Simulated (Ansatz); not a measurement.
Compare A (`[SiH3]C=C([SiH3])[SiH3]`) with its isomer B (`C=C[SiH]([SiH3])[SiH3]`).

Program: Ansatz. Geometries: PBE0-D4/def2-TZVP. ΔE: electronic, gas phase. CCSD(T)/CBS is the MP2 limit (def2-TZVPP, def2-QZVPP) plus CCSD(T) − MP2 in def2-TZVPP, frozen cores. Functionals use def2-TZVPP. B3LYP here is the variant with VWN-RPA as its local correlation; programs differ in this. Each species was taken in one conformer, which may not be the lowest.

Problem. Which isomer does CCSD(T)/CBS put lower? Give the gap. (Best estimate.)

Solution. Ansatz gave: B, by 4.1 kcal/mol.

Problem. Give E(B) − E(A) in kcal/mol with PBE0-D4, B3LYP, r2SCAN-D4, B3LYP-D4, PBE-D4, B2PLYP, CCSD(T)/def2-TZVPP. (Estimate.)

Solution. Ansatz gave: PBE0-D4 -8.3, B3LYP -5.9, r2SCAN-D4 -6.6, B3LYP-D4 -4.6, PBE-D4 -9.1, B2PLYP -4.1, CCSD(T)/def2-TZVPP -4.1. None reverses the order clearly.

Largest T1 diagnostic: 0.013.

The D4 term adds +1.3 kcal/mol with B3LYP and +0.6 kcal/mol with PBE0; it sums over pairs of atoms, weighted by their polarisabilities, and B3LYP, whose exchange is more repulsive, gets the larger term. From PBE to PBE0 (25 % exact exchange), in def2-TZVPP and without D4, E(B) − E(A) moves by +1.0 kcal/mol.
